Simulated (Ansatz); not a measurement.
`[CH2]1[SiH2][SnH2]1` → C• + 6 H• + Si• + Sn•  (atomization)

Calculated with Ansatz (gas phase, PBE0-D4/def2-TZVP geometries, no zero-point term in ΔE). CCSD(T)/CBS adds triple-zeta CCSD(T) − MP2 to the extrapolated MP2 energy (def2 sets, frozen cores). This one scheme is used for every species, atoms too. DFT in def2-TZVPP. HSE06 is defined as in plane-wave codes. No spin–orbit coupling; open shells (•) take unrestricted orbitals. Spin–orbit coupling would lower the free atoms: a little for C, Si; strongly for Sn. Elements past krypton have def2 core potentials. For Sn outer-core shells are correlated without core-valence functions, so the limit isn't a true one: a few kJ/mol of doubt a bond, and 10 to 20 or more in all where bonds break to atoms.

```json
{"level": "PBE-D4", "ΔE (kJ/mol)": "2618.7", "difference from CCSD(T)/CBS": "-16.6"}
{"level": "B97M-V", "ΔE (kJ/mol)": "2654.4", "difference from CCSD(T)/CBS": "19.1"}
{"level": "r2SCANh-D4", "ΔE (kJ/mol)": "2610.3", "difference from CCSD(T)/CBS": "-25.0"}
{"level": "r2SCAN", "ΔE (kJ/mol)": "2616.3", "difference from CCSD(T)/CBS": "-19.0"}
{"level": "HSE06", "ΔE (kJ/mol)": "2586.2", "difference from CCSD(T)/CBS": "-49.1"}
{"level": "CAM-B3LYP", "ΔE (kJ/mol)": "2596.4", "difference from CCSD(T)/CBS": "-38.9"}
{"level": "MP2/def2-TZVPP", "ΔE (kJ/mol)": "2540.2", "difference from CCSD(T)/CBS": "-95.1"}
{"level": "SCS-MP2/def2-TZVPP", "ΔE (kJ/mol)": "2553.5", "difference from CCSD(T)/CBS": "-81.8"}
{"level": "CCSD/def2-TZVPP", "ΔE (kJ/mol)": "2526.3", "difference from CCSD(T)/CBS": "-109.0"}
{"level": "CCSD(T)/def2-TZVPP", "ΔE (kJ/mol)": "2563.8", "difference from CCSD(T)/CBS": "-71.5"}
{"level": "CCSD(T)/CBS", "ΔE (kJ/mol)": "2635.3", "difference from CCSD(T)/CBS": "0"}
```

Largest T1 diagnostic among the species: 0.014.

From PBE to PBE0 (25 % exact exchange), in def2-TZVPP and without D4, ΔE moves by −14.9 kJ/mol: exact exchange takes away binding that semilocal exchange gives to molecules. The D4 term adds +30.6 kJ/mol with B3LYP and +15.8 kJ/mol with PBE0; it sums over pairs of atoms, weighted by their polarisabilities, and B3LYP, whose exchange is more repulsive, gets the larger term. At CCSD(T), def2-SVP lies −197.4 kJ/mol from the extrapolated value and def2-TZVPP −71.5 kJ/mol: correlation converges slowly with the basis, and small sets miss more of it in the bonded molecule than in its fragments.

B3LYP here is the variant with VWN-RPA as its local correlation; programs differ in this.

For atomizations the MP2-based limit and the directly extrapolated one differ by several kJ/mol either way, and by 10 to 25 for some Ge, Se and Sn compounds, so smaller differences from it don't rank the levels.
